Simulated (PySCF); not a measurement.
## Kr⁺ (krypton, charge +1): PBE0 calculation

Configuration: [Ar] 3d10 4s2 4p5, 2P determinant. Calculation: PySCF 2.14, in aug-cc-pVDZ-PP with ECP10MDF; scalar relativity through the core potential.

| Quantity | Value |
| --- | --- |
| Total energy | -463.0073 hartree |
| One-electron energy | -797.6998 hartree |
| Hartree (Coulomb) energy | 367.6662 hartree |
| Exchange-correlation energy | -32.9737 hartree |
| ⟨S²⟩ | 0.7518 |
| ⟨L²⟩ | 2.008 |
| Sum of ⟨r⟩ | 22.08 bohr |
| Sum of ⟨r²⟩ | 31.26 bohr² |
| Traceless quadrupole moment −½Σ⟨3z² − r²⟩ along its main axis | 1.57 e·bohr² |
| Time after the integrals | 0.3 s of wall time on 1 thread of Neoverse-V1 (shared host) |

```
shell  electrons  mean orbital energy (hartree)  spread (hartree)  rms radius, mean of both spins (bohr)
 3s α          1                      -10.05536                 0                                  0.570
 3s β          1                      -10.04914                 0                                  0.570
 3p α          3                       -7.93962           0.03003                                  0.586
 3p β          3                       -7.93281           0.01697                                  0.586
 3d α          5                       -3.66691           0.02859                                  0.607
 3d β          5                       -3.66050           0.01825                                  0.607
 4s α          1                       -1.36602                 0                                   1.65
 4s β          1                       -1.30815                 0                                   1.65
 4p α          3                       -0.79324           0.06060                                   1.97
 4p β          2                       -0.75446                 0                                   1.97
```

Energies and moments cover only the electrons outside the core potential.
